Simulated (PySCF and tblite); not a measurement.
Values are calculated unless marked as measured or tabulated.
System: C₃H₄O₂Si, numbered as in [CH:1]#[C:2][C:3](=[O:4])[O:5][SiH3:6].

Motion: rotation about the C3–O5 bond (torsion C2–C3–O5–Si6 from -180° to 0°, rising). GFN2-xTB gives an electronic barrier of 4.4 kcal/mol and a reaction energy of 3.6 kcal/mol.

PBE0/pcSseg-1 + D3(BJ) on GFN2-xTB geometries gives 7.0 kcal/mol and k(298 K) = 7.7×10⁷ s⁻¹.

Task: What does PBE0/def2-TZVP + D3(BJ) give on GFN2-xTB geometries?

Result: A barrier of 6.1 kcal/mol, 0.9 below the first DFT barrier (from unrounded values), a reaction energy of 3.4 kcal/mol and, with GFN2-xTB thermal terms, ΔG‡(298 K) = 6.2 kcal/mol and k = 3.6×10⁸ s⁻¹ (2 equivalent paths).

Programs: tblite and PySCF.
